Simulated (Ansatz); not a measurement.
def2 core potentials replace the inner electrons of Sn.

Cartesian coordinates (Å):
SMILES: [Cl][Sn]([Cl])([CH2]C(F)(F)F)[Cl]
```xyz
11

F     -2.7168    -0.3086     0.1397
C     -1.4311    -0.6022    -0.0602
F     -1.3023    -1.0120    -1.3248
F     -1.1244    -1.6332     0.7315
C     -0.5551     0.5868     0.2231
Sn     1.5389     0.2183    -0.0643
Cl     2.3809    -1.4281     1.3421
Cl     2.0773    -0.3511    -2.2515
Cl     2.6452     2.2062     0.4381
H     -0.6840     0.9052     1.2669
H     -0.8284     1.4186    -0.4408
```
Charge 0, multiplicity 1.

Method: frozen-core CCSD(T)/def2-TZVPP // PBE0-D3(BJ)/def2-SVP run with Ansatz (an electronic-structure program).

The HF energy comes out as -1967.43747 Ha and the MP2 correlation energy is -1.94156 Ha.

Q: Estimate the CCSD correlation energy, the (T) correction, the total energy and the T1 diagnostic.

A: 
| Property | Value |
|---|---|
| CCSD correlation energy | -1.98736 Ha |
| (T) correction | -0.07413 Ha |
| CCSD(T) total energy | -1969.49896 Ha |
| T1 diagnostic | 0.012 |
